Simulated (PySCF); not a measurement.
PySCF job for H₆Si₂Te, SMILES [SiH3][Te][SiH3], PBE-D3(BJ)/def2-SVP. The structure is a stationary point at PBE-D3(BJ)/def2-SVP. The def2 effective core potentials stand for the cores of Te; spin–orbit coupling is left out.

```python
import numpy as np
from pyscf import gto, scf, dft, df
from pyscf.hessian import thermo

mol = gto.M(
    atom='''
    Te   -0.00000000   -0.00000000    0.72395812
    Si   -1.79722797   -0.00000000   -1.04764949
    H    -3.11269256    0.00000000   -0.32174566
    H    -1.69466272    1.22329260   -1.91703633
    H    -1.69466273   -1.22329259   -1.91703634
    Si    1.79722797   -0.00000000   -1.04764949
    H     1.69466272   -1.22329259   -1.91703634
    H     1.69466273    1.22329260   -1.91703633
    H     3.11269256   -0.00000000   -0.32174566
    ''',
    basis='def2-SVP',
    ecp={'Te': 'def2-svp'},
    charge=0,
    spin=0,
    max_memory=1600,
    verbose=3,
)
mf = dft.RKS(mol, xc='pbe').density_fit(auxbasis='def2-universal-jkfit')
mf.disp = 'd3bj'
mf.grids.level = 3
mf.conv_tol = 1e-11
mf.max_cycle = 100
mf.kernel()

# analytic Hessian; the response equations are solved on a coarser grid
h, args, fine = mf.Hessian(), (mf.mo_energy, mf.mo_coeff, mf.mo_occ), mf.grids
h.max_memory = max(150, 2.5e-5 * df.make_auxmol(mol, mf.with_df.auxbasis).nao * mol.nelec[0] * (mol.nelec[0] + mol.nao))  # MB; small integral blocks
h1ao = h.make_h1(mf.mo_coeff, mf.mo_occ)
mf.grids = dft.Grids(mol).set(level=1).build(with_non0tab=True)
mo1, mo_e1 = h.solve_mo1(*args, h1ao)
mf.grids = fine
hess = h.hess_elec(*args, mo1, mo_e1, h1ao) + h.hess_nuc()
if mf.do_disp():
    hess += h.get_dispersion()
for i in range(mol.natm):  # the analytic DFT Hessian lacks the response of the grid: restore translational invariance
    hess[i, i] -= hess[i].sum(axis=0)
hess = (hess + hess.transpose(1, 0, 3, 2)) / 2
vib = thermo.harmonic_analysis(mol, hess, imaginary_freq=False)
thermo.dump_normal_mode(mol, vib)
th = thermo.thermo(mf, vib['freq_au'][vib['freq_au'] > 0], 298.15, 101325)
thermo.dump_thermo(mol, th)
g0 = mf.nuc_grad_method().set(verbose=0).kernel()

# dipole derivatives [dipole axis, atom, xyz] from the same response
r, irp = mol.intor('int1e_r'), mol.intor('int1e_irp').reshape(3, 3, mol.nao, mol.nao)
sl, dm0, ok = mol.aoslice_by_atom(), np.array(mf.make_rdm1()), []
dmu = np.einsum('a,xt->xat', mol.atom_charges(), np.eye(3))
for a, (_, _, p0, p1) in enumerate(sl):
    dmu[:, a] += 2 * np.einsum('xtij,ij->xt', irp[:, :, :, p0:p1], dm0.reshape(-1, mol.nao, mol.nao).sum(0)[:, p0:p1])
    for u, c, occ, f in [(mo1, mf.mo_coeff, mf.mo_occ, 4)]:
        dmu[:, a] -= f * np.einsum('tui,xuv,vi->xt', u[a], r, c[:, occ > 0], optimize=True)
L = vib['norm_mode']
ir = 974.8801 * (np.einsum('xat,kat->kx', dmu, L) ** 2).sum(1)       # km/mol
apt = np.einsum('xax->a', dmu) / 3
print('mode   freq/cm-1   IR/(km/mol)')
for k, w in enumerate(vib['freq_wavenumber']):
    print(f'{k + 1:4d} {w:11.2f} {ir[k]:13.3f}')
print('max |gradient| / (hartree/bohr):', abs(g0).max())
print('APT charges:', apt.round(4))
```

It prints:

```
converged SCF energy = -850.129612468479

WARN: DFTD3 does not support analytical Hessian, using finite difference


WARN: Mole.unit (angstrom) is changed to Bohr

Mode                                 0                   1                   2
Irrep
Freq [cm^-1]                       67.9303             69.7803             86.4173
Reduced mass [au]                   1.0401              1.0336              4.9076
Force const [Dyne/A]                0.0028              0.0030              0.0216
Char temp [K]                      97.7365            100.3983            124.3353
Normal mode                   x     y     z       x     y     z       x     y     z
       0  Te                -0.00  0.01  0.00   -0.00  0.00 -0.00    0.00 -0.00  0.03
       1  Si                 0.00 -0.02 -0.00   -0.00 -0.02  0.00    0.09 -0.00 -0.06
       2   H                 0.00 -0.43 -0.00   -0.00  0.39  0.00    0.03  0.00 -0.17
       3   H                -0.28  0.16  0.22    0.25 -0.22 -0.25    0.16 -0.00 -0.06
       4   H                 0.28  0.16 -0.22   -0.25 -0.22  0.25    0.16  0.00 -0.06
       5  Si                -0.00 -0.02 -0.00    0.00  0.02  0.00   -0.09  0.00 -0.06
       6   H                -0.28  0.16 -0.21   -0.25  0.22 -0.25   -0.16  0.00 -0.06
       7   H                 0.28  0.16  0.21    0.25  0.22  0.25   -0.16 -0.00 -0.06
       8   H                -0.00 -0.43 -0.00    0.00 -0.39  0.00   -0.03 -0.00 -0.17
Mode                                 3                   4                   5
Irrep
Freq [cm^-1]                      323.8780            326.4520            502.4571
Reduced mass [au]                  11.5839              9.6771              1.0912
Force const [Dyne/A]                0.7159              0.6076              0.1623
Char temp [K]                     465.9883            469.6918            722.9239
Normal mode                   x     y     z       x     y     z       x     y     z
       0  Te                -0.04 -0.00  0.00    0.00  0.00  0.04   -0.00 -0.00  0.00
       1  Si                 0.08  0.00  0.08   -0.09  0.00 -0.08    0.02  0.00 -0.03
       2   H                 0.08  0.00  0.08   -0.10 -0.00 -0.10    0.28 -0.00  0.45
       3   H                 0.06 -0.00  0.07   -0.06  0.00 -0.07   -0.29  0.02 -0.04
       4   H                 0.06  0.00  0.07   -0.06 -0.00 -0.07   -0.29 -0.02 -0.04
       5  Si                 0.08 -0.00 -0.08    0.09 -0.00 -0.08    0.02  0.00  0.03
       6   H                 0.06 -0.00 -0.07    0.06 -0.00 -0.07   -0.29  0.02  0.04
       7   H                 0.06  0.00 -0.07    0.06  0.00 -0.07   -0.29 -0.02  0.04
       8   H                 0.08  0.00 -0.08    0.10  0.00 -0.10    0.28 -0.00 -0.45
Mode                                 6                   7                   8
Irrep
Freq [cm^-1]                      532.1860            539.4303            569.3231
Reduced mass [au]                   1.0805              1.0990              1.1485
Force const [Dyne/A]                0.1803              0.1884              0.2193
Char temp [K]                     765.6972            776.1201            819.1292
Normal mode                   x     y     z       x     y     z       x     y     z
       0  Te                 0.00 -0.00  0.00    0.00 -0.01  0.00    0.00  0.00  0.01
       1  Si                 0.00  0.04 -0.00   -0.00  0.04  0.00    0.03 -0.00 -0.03
       2   H                 0.00 -0.15  0.00   -0.00 -0.12 -0.00    0.27  0.00  0.41
       3   H                -0.30 -0.17 -0.32   -0.29 -0.17 -0.32   -0.31  0.02 -0.05
       4   H                 0.30 -0.17  0.32    0.29 -0.17  0.32   -0.31 -0.02 -0.05
       5  Si                -0.00 -0.04 -0.00   -0.00  0.04 -0.00   -0.03  0.00 -0.03
       6   H                 0.30  0.17 -0.32   -0.29 -0.17  0.32    0.31 -0.02 -0.05
       7   H                -0.30  0.17  0.32    0.29 -0.17 -0.32    0.31  0.02 -0.05
       8   H                -0.00  0.15  0.00   -0.00 -0.12  0.00   -0.27 -0.00  0.41
Mode                                 9                  10                  11
Irrep
Freq [cm^-1]                      828.8307            865.2991            887.9911
Reduced mass [au]                   1.0766              1.0877              1.0388
Force const [Dyne/A]                0.4357              0.4798              0.4826
Char temp [K]                    1192.5029           1244.9727           1277.6214
Normal mode                   x     y     z       x     y     z       x     y     z
       0  Te                 0.00  0.00  0.00   -0.00  0.00 -0.00    0.00  0.00  0.00
       1  Si                 0.03 -0.00  0.02    0.03  0.00  0.02    0.00 -0.02 -0.00
       2   H                -0.18 -0.00 -0.34   -0.21 -0.00 -0.40   -0.00  0.53 -0.00
       3   H                -0.34 -0.09 -0.18   -0.34 -0.04 -0.09   -0.30  0.07  0.08
       4   H                -0.34  0.09 -0.18   -0.34  0.04 -0.09    0.30  0.07 -0.08
       5  Si                 0.03 -0.00 -0.02   -0.03  0.00  0.02    0.00  0.02  0.00
       6   H                -0.34 -0.09  0.18    0.34  0.04 -0.09    0.30 -0.07  0.08
       7   H                -0.34  0.09  0.18    0.34 -0.04 -0.09   -0.30 -0.07 -0.08
       8   H                -0.18 -0.00  0.34    0.21 -0.00 -0.40   -0.00 -0.53  0.00
Mode                                12                  13                  14
Irrep
Freq [cm^-1]                      888.1054            907.9973            916.1004
Reduced mass [au]                   1.0384              1.0377              1.0389
Force const [Dyne/A]                0.4826              0.5041              0.5137
Char temp [K]                    1277.7860           1306.4059           1318.0645
Normal mode                   x     y     z       x     y     z       x     y     z
       0  Te                 0.00 -0.00 -0.00    0.00 -0.00 -0.00   -0.00 -0.00  0.00
       1  Si                 0.00 -0.02  0.00    0.01  0.00 -0.02   -0.01 -0.00  0.02
       2   H                -0.00  0.54 -0.00   -0.08 -0.00 -0.17    0.04  0.00  0.10
       3   H                -0.29  0.07  0.09   -0.16  0.27  0.36    0.08 -0.28 -0.38
       4   H                 0.29  0.07 -0.09   -0.16 -0.27  0.36    0.08  0.28 -0.38
       5  Si                -0.00 -0.02  0.00    0.01  0.00  0.02    0.01  0.00  0.02
       6   H                -0.29  0.07 -0.09   -0.16  0.27 -0.36   -0.08  0.28 -0.38
       7   H                 0.29  0.07  0.09   -0.16 -0.27 -0.36   -0.08 -0.28 -0.38
       8   H                 0.00  0.54 -0.00   -0.08  0.00  0.17   -0.04  0.00  0.10
Mode                                15                  16                  17
Irrep
Freq [cm^-1]                     2150.9474           2154.2916           2165.5949
Reduced mass [au]                   1.0193              1.0194              1.0525
Force const [Dyne/A]                2.7786              2.7874              2.9083
Char temp [K]                    3094.7344           3099.5459           3115.8089
Normal mode                   x     y     z       x     y     z       x     y     z
       0  Te                -0.00  0.00 -0.00   -0.00 -0.00  0.00    0.00  0.00  0.00
       1  Si                -0.00 -0.00 -0.01    0.01  0.00  0.01    0.00 -0.03  0.00
       2   H                 0.22 -0.00 -0.13   -0.25  0.00  0.15   -0.00 -0.01  0.00
       3   H                -0.04 -0.38  0.26    0.04  0.37 -0.25    0.04  0.39 -0.28
       4   H                -0.04  0.38  0.26    0.04 -0.37 -0.25   -0.04  0.39  0.28
       5  Si                -0.00  0.00  0.01   -0.01 -0.00  0.01   -0.00  0.03  0.00
       6   H                -0.04 -0.38 -0.26   -0.04 -0.37 -0.25   -0.04 -0.39 -0.28
       7   H                -0.04  0.38 -0.26   -0.04  0.37 -0.25    0.04 -0.39  0.28
       8   H                 0.22  0.00  0.13    0.25 -0.00  0.15    0.00  0.01  0.00
Mode                                18                  19                  20
Irrep
Freq [cm^-1]                     2167.8559           2181.2778           2181.7418
Reduced mass [au]                   1.0528              1.0504              1.0513
Force const [Dyne/A]                2.9151              2.9445              2.9484
Char temp [K]                    3119.0620           3138.3731           3139.0407
Normal mode                   x     y     z       x     y     z       x     y     z
       0  Te                -0.00  0.00  0.00    0.00  0.00  0.00    0.00  0.00 -0.00
       1  Si                -0.00  0.03 -0.00    0.02  0.00 -0.02    0.02  0.00 -0.02
       2   H                 0.00  0.01 -0.00   -0.56 -0.00  0.31   -0.55 -0.00  0.31
       3   H                -0.04 -0.39  0.28   -0.01 -0.15  0.09   -0.01 -0.17  0.11
       4   H                 0.04 -0.39 -0.28   -0.01  0.15  0.09   -0.01  0.17  0.11
       5  Si                -0.00  0.03  0.00    0.02  0.00  0.02   -0.02 -0.00 -0.02
       6   H                -0.04 -0.39 -0.28   -0.01 -0.15 -0.09    0.01  0.17  0.11
       7   H                 0.04 -0.39  0.28   -0.01  0.15 -0.09    0.01 -0.17  0.11
       8   H                 0.00  0.01  0.00   -0.56 -0.00 -0.31    0.55 -0.00  0.31
temperature 298.1500 [K]
pressure 101325.00 [Pa]
Rotational constants [GHz] 3.45547 2.31214 1.43263
Symmetry number 2
Zero-point energy (ZPE) 0.04856 [Eh]   127485.359 [J/mol]
                           tot       elec      trans        rot        vib
Entropy [J/mol/K]       359.308      0.000    174.173    110.265     74.870
Cv [J/mol/K]             96.166      0.000     12.472     12.472     71.223
Cp [J/mol/K]            104.481      0.000     20.786     12.472     71.223
Internal energy [J/mol]                      3718.434   3718.434 138722.267
Internal energy [Eh]   -850.07394  -850.12961
Enthalpy [J/mol]                             6197.391   3718.434 138722.267
Enthalpy [Eh]          -850.07300
Gibbs free energy [J/mol]                  -45732.327 -29157.136 116399.772
Gibbs free energy [Eh] -850.11380
mode   freq/cm-1   IR/(km/mol)
   1       67.93         0.061
   2       69.78         0.000
   3       86.42         0.207
   4      323.88        15.901
   5      326.45         3.215
   6      502.46         4.029
   7      532.19         0.000
   8      539.43         8.012
   9      569.32         0.854
  10      828.83       494.474
  11      865.30       151.150
  12      887.99         0.000
  13      888.11        65.262
  14      908.00         8.693
  15      916.10       100.882
  16     2150.95        63.135
  17     2154.29        70.717
  18     2165.59         0.000
  19     2167.86       148.537
  20     2181.28        90.777
  21     2181.74        51.691
max |gradient| / (hartree/bohr): 6.669313712077702e-05
APT charges: [-0.3079  0.8393 -0.2167 -0.2343 -0.2343  0.8393 -0.2343 -0.2343 -0.2167]
```

Self-consistency was reached.
